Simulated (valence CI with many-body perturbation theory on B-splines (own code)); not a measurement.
Pb59+: one-electron terms

Computed by configuration interaction combined with many-body perturbation theory (CI+MBPT): five valence electrons over a frozen Dirac-Fock core [Ar], a basis of 7 s, 7 p, 8 d, 6 f, 4 g, 1 h functions for each j, with the one-electron correlation potential Σ1, the two-electron term Σ2, the three-electron term Σ3, Breit, model QED; selected CI, second order for the rest, scaled by the run's own slope (own B-spline code, finite nucleus).

No measured spectrum was set against this ion. As an estimate, large intervals hold to a few tenths of a per cent, small ones and those within an open d or f shell to about a per cent. Excitations out of the core, of the other parity, are not computed and may begin above about 287 eV (a cautious bound); beyond it only levels of the ground parity were kept, without lifetimes. Only levels of the ground parity were solved; by the run's estimate the other parity begins above the list, which can be wrong where configurations are misplaced.

These are the spectroscopic orbitals of the CI (the correlating ones are not listed), shaped by the core and the other valence electrons. h is the expectation value of the core's Dirac-Fock operator, without the valence repulsion; Σ1 is computed up to l = 3 at one energy for each symmetry, that of its lowest orbital but kept below the first core excitation, so for empty shells it is not the orbital's own correlation shift; Breit and QED include the response of the core.

```
Orbital  h (hartree)  Σ1 (cm⁻¹)  Breit (cm⁻¹)  QED (cm⁻¹)  ⟨r⟩ (bohr)
  4s1/2      -154.32      -8552         23466       18447      0.3232
  5s1/2       -94.93      -3300         11335        9132      0.5253
  6s1/2      -64.255      -1659          6196        5111      0.7787
  4p1/2      -150.59     -11197         37368        1443      0.3166
  5p1/2      -93.071      -4073         18435         739      0.5216
  6p1/2      -63.204      -2011         10157         420      0.7778
  4p3/2      -142.56     -10004         20462        2789      0.3361
  5p3/2      -89.143      -3865         10287        1426      0.5456
  6p3/2      -60.994      -1950          6417         814      0.8067
  3d3/2      -254.47     -22182         47242       -2993      0.1466
  4d3/2      -137.61     -11313         17943        -829      0.3149
  5d3/2      -86.734      -4384          8764        -369      0.5309
  3d5/2      -249.78     -19292         25510        -513      0.1508
  4d5/2       -135.8     -10526          9693        54.7      0.3200
  5d5/2      -85.827      -4013          4707        64.0      0.5372
  4f5/2      -131.38     -28492          3106        -689      0.2831
  5f5/2      -83.772     -11115          1366        -324      0.5045
  4f7/2      -130.69     -21252           442        -291      0.2854
  5f7/2      -83.406      -8314           297        -122      0.5073
  5g7/2      -82.173                      282        -102      0.4522
  5g9/2      -81.994                    -28.0        -1.4      0.4538
```

Among the shells of the start configuration 3d5, Σ1 is largest in size for 3d3/2, where it is 0.040 % of h.

Lowest root of each symmetry, sizes in configuration state functions:

| J | Parity | Roots | Reference | Variational | Second order | Change by selected CI (cm⁻¹) | Change by second order (cm⁻¹) |
| --- | --- | --- | --- | --- | --- | --- | --- |
| 1/2 | even | 4 | 74 | 17742 | 1797 | -23622 | -2 |
| 3/2 | even | 7 | 127 | 25728 | 74875 | -21732 | -36 |
| 5/2 | even | 10 | 152 | 27003 | 210314 | -21948 | -118 |
| 7/2 | even | 7 | 137 | 24759 | 22849 | -20875 | -226 |
| 9/2 | even | 5 | 107 | 25031 | 18992 | -21711 | -187 |
| 11/2 | even | 3 | 67 | 25144 | 11110 | -20607 | -41 |
| 13/2 | even | 1 | 35 | 19658 | 6540 | -19505 | -8 |
